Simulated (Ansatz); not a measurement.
System: C2H8GeN, net charge 0, doublet state. It need not be the lowest isomer of its formula. 
Structure (B3LYP-D3(BJ)/def2-TZVP (Ansatz, a program for electronic structure) minimum search):
SMILES: [CH2][N](C)[GeH3]
```xyz
12

C     -1.7529    -0.7372     0.6048
N     -0.8911     0.1968     0.0654
C     -1.4271     1.0648    -0.9687
Ge     0.9382    -0.1457     0.0990
H     -1.3940    -1.3506     1.4185
H     -2.8152    -0.5665     0.4979
H     -2.3480     1.5355    -0.6125
H     -1.6614     0.5199    -1.8924
H     -0.7145     1.8553    -1.2055
H      1.3427    -1.1650    -0.9888
H      1.2504    -0.7104     1.4916
H      1.6351     1.2003    -0.1516
```
Charge 0, spin multiplicity 2.

Total electronic energies in hartree. Correlated levels leave the core frozen unless marked. UHF or UKS for open shells. No spin-orbit coupling. Frozen are the shells of the preceding noble gas and the d and f shells that filled before the atom's block. Non-relativistic. Basis-set limits of correlation are two-point, X^-3; Hartree-Fock from the larger set. The bracket is a focal-point correction in the basis named.

| level | program | energy (Eh) |
|---|---|---|
| HF/cc-pVTZ | Ansatz | -2210.23852 |
| RI-HF/cc-pVTZ | Ansatz | -2210.23844 |
| PBE-D4/def2-TZVPD | Ansatz + dftd4 | -2212.26933 |
| r2SCAN/def2-TZVPD | Ansatz | -2212.67211 |
| r2SCAN-D4/def2-TZVPD | Ansatz + dftd4 | -2212.67425 |
| PBE0/6-31G* | Ansatz | -2211.99310 |
| PBE0-D4/def2-TZVPD | Ansatz + dftd4 | -2212.34242 |
| PBE0/def2-TZVPD | Ansatz | -2212.33516 |
| BHLYP-D4/def2-TZVPD | Ansatz + dftd4 | -2212.66810 |
| r2SCANh/def2-TZVPD | Ansatz | -2212.65871 |
| CAM-B3LYP-D4/def2-TZVPD | Ansatz + dftd4 | -2212.81958 |
| LC-wPBE-D3(BJ)/def2-TZVPD | Ansatz + dftd3 | -2212.41960 |
| B2GP-PLYP/def2-TZVPD | Ansatz | -2212.04343 |
| B2PLYP/def2-TZVPD | Ansatz | -2212.21931 |
| MP2/cc-pVTZ | Ansatz | -2210.90244 |
| MP2/cc-pVQZ | Ansatz | -2210.95965 |
| RI-MP2/aug-cc-pVTZ | Ansatz | -2210.91703 |
| SCS-MP2/aug-cc-pVTZ | Ansatz | -2210.92654 |
| CCSD/6-31G | Ansatz | -2210.12140 |
| CCSD/6-31G* | Ansatz | -2210.38915 |
| CCSD/CBS(cc-pVTZ,cc-pVQZ) | Ansatz | -2211.0277 |
| RI-MP2/CBS(aug-cc-pVTZ,aug-cc-pVQZ)+[CCSD(T)-MP2]/aug-cc-pVTZ | Ansatz | -2211.0706 |
| CCSD(T)/CBS(cc-pVTZ,cc-pVQZ) | Ansatz | -2211.0601 |

Totals of different functionals don't rank their quality; only differences between species are comparable.
